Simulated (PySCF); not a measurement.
C4H2BrCl, SMILES C#C/C(Br)=C\Cl.

Geometry: ωB97X-D3(BJ)/def2-SVP. The structure was generated by enumeration; whether it is a known compound was not checked.

These are PBE/def2-TZVP in PySCF values and carry that method's errors.

Isolated molecule, no solvent.

Computed frontier levels, gap, dipole moment and polarisability:
| Item | Result |
|---|---|
| highest occupied level | -6.05 eV |
| lowest empty level | -2.45 eV |
| orbital gap | 3.60 eV |
| dipole moment | 0.32 D |
| quadrupole, principal values (traceless, Buckingham form, about the centre of nuclear charge) | -5.85, -4.10, 9.95 D·Å |
| mean static polarisability | 82.7 bohr³ (12.25 Å³) |
| polarisability, principal values | 45.9, 99.0, 103.1 bohr³ |
